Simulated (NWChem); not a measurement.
A series in which one site is exchanged, each optimised at PBE0/def2-SVP with NWChem, gas phase unless a solvent is named. All stand in one matching conformer (torsions within 35°), which need not be the lowest. This build's default masses of Se (78.918 u) and Br (79.917 u) are each other's, which moves their modes by up to 0.6 %. Some are not confirmed as minima by frequencies. def2 effective core potentials on Te, Ba; no spin-orbit coupling.

A: [F][Ba][SH] (BaHSF; site = Ba)
B: F[Se]S (HSeSF; site = Se)
C: [Zn]([F])[SH] (ZnHSF; site = Zn)
D: S[Te]F (HTeSF; site = Te)

Values for A:

- dipole (D), PBE0/def2-SVP: 8.44
- orbital gap (eV), PBE0/def2-SVP: 4.00
- static polarisability, CAM-B3LYP/def2-SVPD (bohr³): 64.1
- lowest singlet excitation, CAM-B3LYP/def2-SVPD, TDA (eV): 3.51

Q: How do these values change for the other members?

A: 
```
change from A                                                 B      C      D
--------------------------------------------------------  -----  -----  -----
dipole (D), PBE0/def2-SVP                                 -6.27  -7.03  -5.87
orbital gap (eV), PBE0/def2-SVP                           +1.48  +2.31  +0.51
static polarisability, CAM-B3LYP/def2-SVPD (bohr³)        -13.7  -20.9   -2.0
lowest singlet excitation, CAM-B3LYP/def2-SVPD, TDA (eV)  +0.06  +1.48  -0.65
```
